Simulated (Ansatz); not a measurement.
Pulling on the O3–H4 bond in FHOPb (SMILES [OH][Pb][F]) (multiplicity 1 held, fragments rigid). Energies count from the point at 0.966 Å.
Geometry at that point (charge 0, multiplicity 1):
```xyz
4

Pb     0.1198     0.0251     0.2337
F     -0.2989     1.3526    -1.3024
O     -0.7528    -1.6071    -0.7309
H     -1.1147    -1.3712    -1.5949
```

R- and RO- levels are restricted; in cc, def2 and unpolarised 6-31G sets they are followed outwards from rest. U- levels take the lowest unrestricted solution at each point, which mixes spins at long bonds. Active spaces are followed from a long bond inwards. Curves can end on different states.

Correlated levels freeze the cores. Filled d and f shells under p-block atoms count as core.

The values were computed with Ansatz (a quantum-chemistry and plane-wave program).  In def2 rows elements past Kr take small-core potentials, without spin–orbit coupling.

Energies in eV.

```tsv
R (Å)	R-MP2/def2-SVP	U-MP2/def2-SVP	U-CCSD/def2-SVP	FIC-MRCISD+Q on CASSCF(4,3)/def2-SVP
0.773	1.65	1.65	1.62	1.61
0.869	0.33	0.33	0.32	0.32
0.966	0.00	0.00	0.00	0.00
1.063	0.18	0.18	0.19	0.19
1.159	0.62	0.62	0.64	0.63
1.304	1.47	1.47	1.49	1.46
1.449	2.35	2.96	2.36	___
1.691	3.65	4.50	3.62	3.46
1.932	4.66	5.00	4.46	___
2.222	5.48	5.20	4.90	4.71
2.608	6.05	5.27	5.03	___
3.091	6.13	5.29	5.06	5.05
```

### Question
Some entries are withheld; supply them.

### Answer

- 1.449, FIC-MRCISD+Q on CASSCF(4,3)/def2-SVP: 2.30
- 2.608, FIC-MRCISD+Q on CASSCF(4,3)/def2-SVP: 4.97
- 1.932, FIC-MRCISD+Q on CASSCF(4,3)/def2-SVP: 4.22

Doubts at one or more of the structures used: a restricted determinant that unrestricted orbitals would lower (R-MP2/def2-SVP); a spin-contaminated determinant (U-MP2/def2-SVP, U-CCSD/def2-SVP); T1 above 0.05 (U-CCSD/def2-SVP); active orbitals that take no part (FIC-MRCISD+Q on CASSCF(4,3)/def2-SVP).
